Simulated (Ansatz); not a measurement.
Si3S4⁻, relaxed as a doublet with UKS PBE-D4/def2-SVPD in Ansatz, starting from the GFN2-xTB geometry. Force threshold 0.02 eV/Å.

The structure comes from a short search, and lower isomers may exist.

Start:

```xyz
7

Si    0.035   -1.174   -0.887
Si   -0.941    0.869    1.807
Si    1.242    1.384    1.229
S    -1.505   -0.997    0.532
S    -0.499    2.406    0.237
S     1.832   -0.224   -0.355
S    -0.163   -2.264   -2.562
```

Problem. Estimate the energy that the relaxation releases and the steps that it takes.

Solution. 52.4 kJ/mol, in 18 steps; 29 s on 4 threads of Intel Xeon 6975P-C on a shared host. The force fell under the threshold at step 5, but the optimiser went on and released 0.427 eV more. No frequencies were taken in this run, so the end may be a saddle point.

Problem. Does the start keep its bonding and symmetry?

Solution. Bonds formed: Si1–S5 (atoms count from 1). Point group Cs at the start, Cs at the end, both within 0.05 Å.

Problem. Predict the relaxed structure.

Solution. 
```xyz
7

Si   -0.054   -0.646   -0.760
Si   -1.111    0.842    1.696
Si    1.331    1.393    1.055
S    -1.336   -1.228    0.947
S    -0.481    1.603   -0.448
S     1.990   -0.475    0.071
S    -0.339   -1.490   -2.561
```
Bond lengths: 8 × S–Si 2.01 to 2.36 Å; 1 × Si–Si 2.58 Å.
